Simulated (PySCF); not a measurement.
Computed shifts of a molecule C₂H₈AlN, KT2/pcSseg-1 (PySCF), GIAO, gas phase, atoms alike by connectivity averaged where their shifts nearly agree, in ppm (number of nuclei): ¹H: 4.87 (2), 3.28 (6). ¹⁵N: 114.9 (1). ¹³C: 46.2 (2). References: ¹H against TMS (σ = 31.47 ppm); ¹⁵N against NH3 (σ = 266.2 ppm); ¹³C against TMS (σ = 185.1 ppm), references at their B3LYP-D3(BJ)/def2-TZVP geometries, non-relativistic. Geometry optimised at PBE0-D3(BJ)/def2-SVP. The values are those of a single conformer.

Pick the molecule that these values belong to.
A. C[NH][AlH][CH3]
B. [CH3][Al]([CH3])[NH2]
C. C[CH2][AlH][NH2]
D. C[N](C)[AlH2]

D, C[N](C)[AlH2]
